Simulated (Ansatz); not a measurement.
```yaml
crystal:
  periodic: [false, false, false]
  atoms:
    - {symbol: Nb, position_ang: [-0.123083, 0.634537, 0.000017]}
    - {symbol: Nb, position_ang: [-0.553334, 2.619388, -0.012430]}
    - {symbol: Si, position_ang: [0.018237, -1.688985, 1.054650]}
    - {symbol: Si, position_ang: [0.658170, -1.564939, -1.042227]}
basis:
  gaussian: {orbitals: def2-TZVPD}
hamiltonian: {xc: {name: CAM-B3LYP}}
scf: {omitted_lower_state_checks: [starts]}
output: {forces: true}
```

```sh
$ ansatz run in.yaml --threads 4 --pin off --events-out ev --progress --plain --max-ram 3916MiB
```

It prints (some lines left out):

```
Functional definition: CAM-B3LYP
1278 factors; their error is unknown
336 factors; integrals over basis functions are off by at most 3.2e-5 eV
mean field evaluation 1: about -18826.5342 eV, gradient 8.9e1 eV
mean field evaluation 2: about -18675.6323 eV, gradient 2.0e2 eV
mean field evaluation 4: about -18844.0925 eV, gradient 2.7e1 eV
mean field evaluation 8: about -18846.5141 eV, gradient 7.8e-1 eV
mean field evaluation 16: about -18846.5740 eV, gradient 3.0e-2 eV
mean field evaluation 32: about -18846.5740 eV, gradient 8.6e-5 eV
mean field -18846.57398661 eV, -692.5988193413 hartree, gradient 5.3e-6 eV, S^2 0.000000; 0 other end points of the search recorded, 0 dependent functions left out
reference -18846.57409460 eV, -692.5988233099 hartree; 27, 27 occupied and 139, 139 virtual orbitals, 1278 factors
Total energy: -18846.57409460 eV, -692.5988233099 hartree
Atom 0 at    -0.123083     0.634537     0.000017 Å, force    -0.227725     1.057787    -0.006910 eV/Å
Atom 1 at    -0.553334     2.619388    -0.012430 Å, force     0.186035    -0.854948     0.005376 eV/Å
Atom 2 at     0.018237    -1.688985     1.054650 Å, force     0.197241    -0.068310    -0.576526 eV/Å
Atom 3 at     0.658170    -1.564939    -1.042227 Å, force    -0.155550    -0.134529     0.578060 eV/Å
Dipole moment:    -0.349719     1.660119    -0.007495 e Å
Checks for a lower state left out: starts
```

It took 8 s on 4 threads of Arm Neoverse V2 on a shared host, peak host memory 0.61 GiB.

In the def2 sets Nb takes a core potential; there is no spin–orbit coupling. The restricted singlet is unstable towards broken spin symmetry at other levels; at RKS CAM-B3LYP/def2-TZVPD this wasn't settled.
